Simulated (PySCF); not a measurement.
Ionisation energy of Kr by level of theory

Kr [Kr] (1S) → Kr+ [Ar] 3d10 4s2 4p5 (2P), as a difference of total energies. All numbers are calculated (PySCF 2.14, scalar relativity through the core potential, in cc-pVDZ-PP with ECP10MDF (4s3p2d, 23 functions)). Correlated levels: valence: 3s2 3p6 3d10 frozen. The calculations carry no spin-orbit coupling.

| method | ionisation energy (eV) | error (eV) |
| --- | --- | --- |
| UHF | 13.156 | -1.066 |
| M06-L | 13.929 | -0.293 |
| LDA | 14.303 | +0.081 |
| MP2 (valence) | 13.825 | -0.397 |
| SCS-MP2 (valence) | 13.746 | -0.476 |
| CCSD (valence) | 13.715 | -0.507 |
| CCSD(T) (valence) | 13.716 | -0.506 |

Reference: 14.222 eV (measured; NIST levels, between the centres of gravity of the two terms).

Errors of the correlated levels include the incompleteness of this basis and the frozen core.
